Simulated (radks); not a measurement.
Task: All-electron calculation, scalar-relativistic Kohn-Sham, LDA (Slater exchange, VWN5 correlation), spin-polarised, spherical densities, finite nucleus; open shells are filled with parallel spins first (spin-orbit coupling, left out, can overturn this in heavy ions); Fermi nuclear charge, rms radius of each element as measured or else 0.836 A^(1/3) + 0.57 fm. Program: a radial shooting solver on a logarithmic mesh with Libxc functionals. Response by self-consistent Sternheimer equations with the Hartree and adiabatic LDA kernel, the relativistic mass of each level held fixed and spin-orbit coupling left out. For heavy and open-shell atoms this level of theory can miss by tens of per cent. Rank Cs+, Pm7+, Xe, Pr5+, Nd6+, Sm8+, La3+, Ce4+, Ba2+ (NIST ground configurations) by static dipole polarisability, largest first.

Result: Xe 28.72, Cs+ 16.21, Ba2+ 10.71, La3+ 7.684, Ce4+ 5.807, Pr5+ 4.550, Nd6+ 3.669, Pm7+ 2.951, Sm8+ 2.398 bohr^3.
